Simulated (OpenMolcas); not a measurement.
Cr2+ among 6 point charges of -2.2 e arranged as an octahedron (Oh), 2.19 Å from the ion.

| Property | Result |
| --- | --- |
| Program | OpenMolcas |
| Method | CASSCF |
| Basis | ANO-RCC-VDZP [5s4p2d1f] |
| Scalar Hamiltonian | DKH2, point nucleus |
| Active space | 4 electrons in 5 orbitals (3d) |
| State averaging | 2S+1 = 5 even, 5 roots; 2S+1 = 3 even, 45 roots; 2S+1 = 1 even, 50 roots |
| Spin-orbit coupling | state interaction with AMFI integrals over the reference wave functions |

**Question.** What is the spin-free ground state (labels of O, the rotations of Oh)?

**Answer.** 5E, 2-fold in its orbital part, 100 % from free-ion D terms; it has the highest spin that d4 allows.

**Question.** Where is the first state of the same spin?

**Answer.** 5T2 at 5540 cm-1 above the ground state.

**Question.** What are the lowest two levels with spin-orbit coupling?

**Answer.** A 1-fold level A1, then a 3-fold level T1 7.3 cm-1 above it. Their leading multiplicities are 5 (100 %) and 5 (100 %).

**Question.** What is χT at 300 K, and how does it compare with the textbook value?

**Answer.** The lowest level has 2S+1 = 5, for which the spin-only value is χT = S(S+1) / 2 = 3.000 cm3 K/mol (g = 2). The computed 2.922 at 300 K differs by -0.078, through orbital momentum, spin-orbit coupling and any other state in reach.

An orbital doublet at a regular site is open to a Jahn-Teller distortion, which this geometry leaves out. Without dynamic correlation the repulsion within the d shell is too large (B by tens of per cent), so at a given field states of lower spin stand too high. Point charges carry no covalency, so the field is a model and not that of real ligands. No measured value stands beside these numbers.
